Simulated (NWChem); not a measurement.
Everything below was run with NWChem. System: HClSi, charge 0, spin multiplicity 1, at a geometry optimised with B3LYP/def2-SVP. The structure started from a generated list of species. Level: PBE0/def2-TZVP.

The NWChem input:

```
start mol
memory heap 200 mb stack 900 mb global 1100 mb
geometry units angstroms nocenter noautoz
  Si    -0.752358    -0.821805     0.000000
  H      0.323690    -1.922101     0.000000
  Cl     0.600548     0.789846     0.000000
  symmetry group Cs
end
basis spherical
  * library def2-tzvp
end
dft
  xc pbe0
  semidirect memsize 60000000 filesize 0
  iterations 100
end
task dft energy
```

Part of the output:

```
             Northwest Computational Chemistry Package (NWChem) 7.3.0
             --------------------------------------------------------

                                NWChem Input Module
                                -------------------

 Scaling coordinates for geometry "geometry" by  1.889725989
 (inverse scale =  0.529177249)

 Turning off AUTOSYM since
 SYMMETRY directive was detected!

                             Geometry "geometry" -> ""
                             -------------------------

 Output coordinates in angstroms (scale by  1.889725989 to convert to a.u.)

  No.       Tag          Charge          X              Y              Z
 ---- ---------------- ---------- -------------- -------------- --------------
    1 Si                  14.0000    -0.75235800    -0.82180500     0.00000000
    2 H                    1.0000     0.32369000    -1.92210100     0.00000000
    3 Cl                  17.0000     0.60054800     0.78984600     0.00000000

 Effective nuclear repulsion energy (a.u.)      67.9667757630

            Nuclear Dipole moment (a.u.)
            ----------------------------
        X                 Y               Z
 ---------------- ---------------- ----------------
    -0.0000113384     0.0000207870     0.0000000000

      Symmetry information
      --------------------

 Group name             Cs
 Group number              2
 Group order               2
 No. of unique centers     3

      Symmetry unique atoms

     1    2    3


 Summary of "ao basis" -> "" (spherical)
 ------------------------------------------------------------------------------
       Tag                 Description            Shells   Functions and Types
 ---------------- ------------------------------  ------  ---------------------
 *                         def2-tzvp                  on all atoms

                                 NWChem DFT Module
                                 -----------------

 Summary of "ao basis" -> "ao basis" (spherical)
 ------------------------------------------------------------------------------
       Tag                 Description            Shells   Functions and Types
[...]
 Vector   16  Occ=2.000000D+00  E=-2.584881D-01  Symmetry=a'
              MO Center= -6.6D-01, -7.1D-01,  9.0D-16, r^2= 3.0D+00
   Bfn.  Coefficient  Atom+Function         Bfn.  Coefficient  Atom+Function
  ----- ------------  ---------------      ----- ------------  ---------------
     5      0.421064  1 Si s                  4      0.340893  1 Si s
    15     -0.325065  1 Si px                58      0.251671  3 Cl px
    61      0.207961  3 Cl px                 3     -0.197176  1 Si s
    39     -0.195974  2 H  s                 40     -0.192440  2 H  s
    18     -0.165516  1 Si px                55      0.121200  3 Cl px

 Vector   17  Occ=0.000000D+00  E=-1.112071D-01  Symmetry=a"
              MO Center= -6.5D-01, -7.5D-01,  2.5D-14, r^2= 3.0D+00
   Bfn.  Coefficient  Atom+Function         Bfn.  Coefficient  Atom+Function
  ----- ------------  ---------------      ----- ------------  ---------------
    17      0.505884  1 Si pz                20      0.495038  1 Si pz
    63     -0.217961  3 Cl pz                60     -0.172092  3 Cl pz
     8     -0.161972  1 Si pz                14      0.155901  1 Si pz
    57     -0.095074  3 Cl pz                11     -0.077703  1 Si pz
    51      0.069247  3 Cl pz                54      0.033864  3 Cl pz

 Vector   18  Occ=0.000000D+00  E=-6.095449D-03  Symmetry=a'
              MO Center= -7.5D-01, -7.7D-01, -3.9D-15, r^2= 4.3D+00
   Bfn.  Coefficient  Atom+Function         Bfn.  Coefficient  Atom+Function
  ----- ------------  ---------------      ----- ------------  ---------------
    19      0.822517  1 Si py                48     -0.533479  3 Cl s
    16      0.359944  1 Si py                18      0.293341  1 Si px
    61      0.291529  3 Cl px                40      0.279346  2 H  s
    62      0.258621  3 Cl py                 4      0.164349  1 Si s
     5      0.161412  1 Si s                 47     -0.158817  3 Cl s

 Vector   19  Occ=0.000000D+00  E= 5.034931D-02  Symmetry=a'
              MO Center= -6.1D-01, -8.2D-01, -6.9D-15, r^2= 4.7D+00
   Bfn.  Coefficient  Atom+Function         Bfn.  Coefficient  Atom+Function
  ----- ------------  ---------------      ----- ------------  ---------------
    40      1.671492  2 H  s                  5     -1.030795  1 Si s
    18     -1.022806  1 Si px                19      0.650252  1 Si py
     4     -0.383929  1 Si s                 62     -0.295931  3 Cl py
    15     -0.269421  1 Si px                48      0.229041  3 Cl s
     3      0.181711  1 Si s                 16      0.143513  1 Si py

 center of mass
 --------------
 x =   0.00821530 y =   0.07952310 z =   0.00000000

 moments of inertia (a.u.)
 ------------------
         158.270552585020        -118.724697369515           0.000000000000
        -118.724697369515         101.962140598412           0.000000000000
           0.000000000000           0.000000000000         260.232693183432

     Multipole analysis of the density
     ---------------------------------

     L   x y z        total         alpha         beta         nuclear
     -   - - -        -----         -----         ----         -------
     0   0 0 0     -0.000000    -16.000000    -16.000000     32.000000

     1   1 0 0     -0.199729     -0.099859     -0.099859     -0.000011
     1   0 1 0     -0.387188     -0.193604     -0.193604      0.000021
     1   0 0 1     -0.000000     -0.000000     -0.000000      0.000000

     2   2 0 0    -21.176056    -35.872155    -35.872155     50.568254
     2   1 1 0      0.614161    -28.435888    -28.435888     57.485938
     2   1 0 1     -0.000000     -0.000000     -0.000000      0.000000
     2   0 2 0    -19.595100    -52.213089    -52.213089     84.831078
     2   0 1 1     -0.000000     -0.000000     -0.000000      0.000000
     2   0 0 2    -17.998557     -8.999278     -8.999278      0.000000

 Task  times  cpu:        0.9s     wall:        0.9s

 Total times  cpu:        0.9s     wall:        0.9s
```
